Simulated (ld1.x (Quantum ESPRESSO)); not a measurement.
## Configuration tests for nickel (Ni) (RRKJ)

```json
{"Element": "nickel (Ni)", "Generator": "ld1.x (Quantum ESPRESSO) 7.5", "Type": "norm-conserving RRKJ (Kleinman–Bylander form)", "Functional": "LDA (PZ)", "Relativity": "scalar-relativistic", "Frozen core": "[Ar]", "Valence charge": "10", "Reference configuration": "3d8 4s2 4p0", "Partial waves": "4p (bound, empty): rc 2.85 bohr; 3d (bound): rc 1.00 bohr; 4f channel at -0.1 Ry: rc 2.50 bohr; 4s (bound): rc 2.40 bohr", "Local potential": "the s channel", "Core correction": "none", "rho0": "0.005"}
```

Energies are relative to the spin-unpolarised reference configuration 3d8 4s2 4p0; without spin polarisation the order of configurations can differ from experiment. Spin-polarised rows fill each open shell by Hund’s rule, majority spin first.

```tsv
valence configuration	charge	ΔE all-electron (eV)	error AE − PS (meV)
3d8 4s1 4p0	+1	9.601	-1.5
3d8 4s0 4p0	+2	27.260	-8.1
3d7 4s0 4p0	+3	65.058	-337
3d8 4s0 4p2	0	9.678	-7.4
3d9 4s0 4p0	+1	6.563	-368
3d8 4s2 4p0 (spin-polarised)	0	-0.912	+776
3d8 4s1 4p0 (spin-polarised)	+1	8.231	+789
```

(1) What are ΔE and the potential's error for 3d8 4s1 4p1?

(2) What are ΔE and the potential's error for 3d8 4s1.5 4p0?

Answers

(1) ΔE = 4.680 eV all-electron; the error (AE − PS) is -1.6 meV.

(2) ΔE = 3.843 eV all-electron; the error (AE − PS) is -0.5 meV.
